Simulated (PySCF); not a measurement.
**How methods differ on the ionisation energy of As³¹⁺**

As³¹⁺ 1s2 (1S) → As³²⁺ 1s1 (2S), as a difference of total energies. Computed with PySCF 2.14 in an even-tempered Gaussian basis (17 s from 42 bohr⁻², ratio 2.2; 7 p from 64 bohr⁻², ratio 2.4; 4 d from 190 bohr⁻², ratio 2.4; 3 f from 290 bohr⁻², ratio 2.4; 3 g from 430 bohr⁻², ratio 2.4), with the spin-free X2C one-electron Hamiltonian (Gaussian nucleus). Correlated levels: nothing frozen; virtual orbitals above 40 to 60 times the deepest correlated orbital energy dropped. The calculations carry no spin-orbit coupling.

```csv
method,ionisation energy (eV)
UHF,14460.9
LDA,14426.9
PBE,14457.6
PBE0,14458.7
r2SCAN,14462.8
M06-2X,14463.6
r2SCANh,14462.7
MP2 (all electrons),14462.2
SCS-MP2 (all electrons),14462.5
```

For this ion Breit and QED terms and the two-electron picture change, all absent here, outweigh the differences among the correlated methods.

For comparison: 14447.7 eV (theoretical estimate listed by NIST; NIST Atomic Spectra Database, ionization energies).
